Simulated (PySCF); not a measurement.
C₄H₄BrCl, SMILES C1CC(Cl)=C1Br. Coordinates come from a PBE-D3(BJ)/def2-SVP optimisation.

Computed with PBE-D3(BJ)/def2-SVP (PySCF 2.14.0).

Harmonic wavenumbers (cm⁻¹): 119, 181, 221, 311, 438, 486, 524, 801, 887, 896, 992, 1040, 1073, 1105, 1113, 1159, 1223, 1388, 1409, 1637, 2988, 2992, 3050, 3057. Rotational constants (GHz): 2.788, 1.139, 0.8175; symmetry number 1.

Task: Work out the zero-point energy and the ideal-gas rigid-rotor harmonic-oscillator thermochemistry at 298.15 K and 1 atm.

Result: ZPE = ½ Σ hcν = ½ × 29089 cm⁻¹ = 41.59 kcal/mol. H − E(el) = 46.04 kcal/mol. Entropy in cal/(mol K): translation 41.25, rotation 29.21, vibration 11.86, total 82.32. G − E(el) = 21.50 kcal/mol. Cp = 23.00 cal/(mol K). Modes under 150 cm⁻¹ make the vibrational entropy uncertain.
